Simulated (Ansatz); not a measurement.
# Cost against result

Saddle point of BH4SeO2F, closed shell (BH₂O₂F ([OH][B]([OH])[F]) + H₂Se → BH₃SeO₂ ([OH][B]([OH])[SeH]) + HF; bonds formed: B1–Se6, F2–H5; bonds broken: B1–F2, H5–Se6), PBE0-D4/def2-TZVP structure:

B1  (0.272, 0.232, -0.173)
F2  (0.872, -1.228, 0.257)
O3  (-0.042, 0.214, -1.501)
O4  (1.059, 1.227, 0.342)
H5  (-0.122, -1.335, 0.805)
Se6  (-1.524, -0.293, 1.071)
H7  (0.390, 0.929, -1.975)
H8  (1.325, 1.118, 1.255)
H9  (-2.230, -0.864, -0.081)
(Å)

Barriers are electronic and count from the start structure reached by relaxing down the imaginary mode.

Computed with Ansatz 0.2.0 (basis: as named in each row); correlated methods freeze the cores. Filled d shells of the heavier atoms are correlated. The def2 sets are not built for correlating such inner shells, so the correlated values are less sure here. B3LYP uses VWN-RPA correlation. Extrapolation: Hartree–Fock as exp(−7.88 √X), correlation as X^−2.97.

Times are rough, for one single point on 8 threads of a shared host (Oxide Virtual Turin-like).

The estimate by CCSD(T) at an estimated basis limit (MP2 extrapolated from triple and quadruple zeta, plus CCSD(T) − MP2 in triple zeta) is 1.911 eV.

```
      method       basis  time (s)  barrier (eV)  method less estimate
          HF      STO-3G   under 1         2.085                 0.173
      PBE-D4      STO-3G   under 1         0.649                -1.262
       SPW92    def2-SVP   under 1         1.036                -0.875
      PBE-D4    def2-SVP   under 1         1.395                -0.516
    B3LYP-D4       6-31G         1         1.655                -0.256
       SPW92  def2-TZVPP         1         1.155                -0.756
     PBE0-D4    def2-SVP         1         1.622                -0.289
      PBE-D4  def2-TZVPP         2         1.490                -0.421
     BLYP-D4  def2-TZVPP         2         1.740                -0.171
    BHLYP-D4  def2-TZVPP         2         2.149                 0.238
     PBE0-D4  def2-TZVPP         2         1.705                -0.207
    B3LYP-D4  def2-TZVPP         2         1.895                -0.016
   r2SCAN-D4  def2-TZVPP         2         1.671                -0.240
CAM-B3LYP-D4  def2-TZVPP         3         1.946                 0.035
  r2SCAN0-D4  def2-TZVPP         3         1.813                -0.098
     wB97M-V    def2-SVP         3         1.730                -0.181
  RPA on PBE  def2-TZVPP         3         1.911                 0.000
      B2PLYP  def2-TZVPP         4         1.933                 0.021
      B97M-V  def2-TZVPP         4         1.966                 0.054
    PBE-QIDH  def2-TZVPP         4         1.829                -0.082
     wB97X-V  def2-TZVPP         4         1.884                -0.028
     wB97M-V  def2-TZVPP         4         1.847                -0.064
     CCSD(T)    def2-SVP         6         2.095                 0.184
         MP2  def2-QZVPP        13         1.794                -0.117
     CCSD(T)  def2-TZVPP        76         1.935                 0.023
```

All methods are single points on the PBE0-D4 structures.

T1 diagnostic: at most 0.012.

Labels in which every atom is bracketed show which atoms are joined, not bond orders.
